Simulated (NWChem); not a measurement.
# CH5NOSi2; SMILES [SiH3]C1=N[SiH2]O1

```xyz
10

Si    -0.0041    -2.1275     0.0000
C      0.1108    -0.2233     0.0000
N      1.1690     0.5136     0.0000
Si     0.0086     1.8585     0.0000
O     -1.0737     0.4910     0.0000
H     -0.7524    -2.5537    -1.2178
H      1.3730    -2.6897     0.0000
H     -0.7524    -2.5537     1.2178
H     -0.0950     2.6902     1.2270
H     -0.0950     2.6902    -1.2270
```
Atoms are numbered in this order, from 1.

Computed with NWChem. Medium grid unless said otherwise, to which SCAN and Minnesota functionals are sensitive. All runs use the structure optimised with PBE0/def2-SVP. Total energies of different functionals are on different scales.

```
level                   energy (Ha)  highest occupied level (eV)  orbital gap (eV)  dipole (D)
----------------------  -----------  ---------------------------  ----------------  ----------
PBE/def2-TZVP             -749.6662                        -6.34              4.43        1.08
B3LYP/def2-TZVP           -750.2057                        -7.55              6.42        1.04
Hartree-Fock/def2-TZVP    -748.0533                       -11.25             13.70        0.94
r2SCAN/def2-TZVP          -750.0192                        -6.64              4.89        1.08
CAM-B3LYP/def2-TZVP       -750.1049                        -9.19              9.47        1.03
M06-2X/def2-TZVP          -750.0523                        -9.11              9.20        0.99
```
